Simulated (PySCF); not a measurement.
Problem. Give a PBE0-D3(BJ)/def2-SVP geometry of `CCc1ccc(Cl)cc1` (1-chloro-4-ethylbenzene).

Solution. 
Z-matrix in Å and degrees, rows numbered from 1:
```
C 
C   1  1.5266
C   2  1.5050  1  112.63
C   3  1.3994  2  121.02  1    88.68
C   4  1.3921  3  121.51  2  -177.58
C   5  1.3934  4  119.24  3     0.09
Cl  6  1.7340  5  119.71  4  -179.89
C   6  1.3934  5  120.56  4    -0.11
C   8  1.3922  6  119.28  5     0.11
H   1  1.1008  2  111.27  3   180.00
H   1  1.1010  2  111.01  3    59.66
H   1  1.1010  2  111.02  3   -59.67
H   2  1.1022  1  109.55  3   121.88
H   2  1.1022  1  109.55  3  -121.88
H   4  1.0938  3  119.43  2     2.71
H   5  1.0912  4  121.02  3  -179.71
H   8  1.0912  6  119.72  5  -179.69
H   9  1.0938  3  119.44  2    -2.71
```

The C–C distances run from 1.392 Å (C4–C5, aromatic) to 1.527 Å (C1–C2, drawn single), a spread of 0.135 Å. The 6-membered ring C3–C4–C5–C6–C8–C9 has internal angles of 117.9° to 121.5°; it is planar, 0.00 Å rms from its mean plane, widest ring torsion 0°. Of the pairs four or more bonds apart, H14···H18 is among the closest relative to their van der Waals radii: 2.47 Å, 103 % of the sum of Bondi's values.

Method used: PBE0-D3(BJ)/def2-SVP geometry optimisation, gas phase (PySCF 2.14.0).

Point group: Cs (tolerance 0.08 Å). No frequency check. The numbers are those of one conformer (C1–C2–C3–C4 89°).
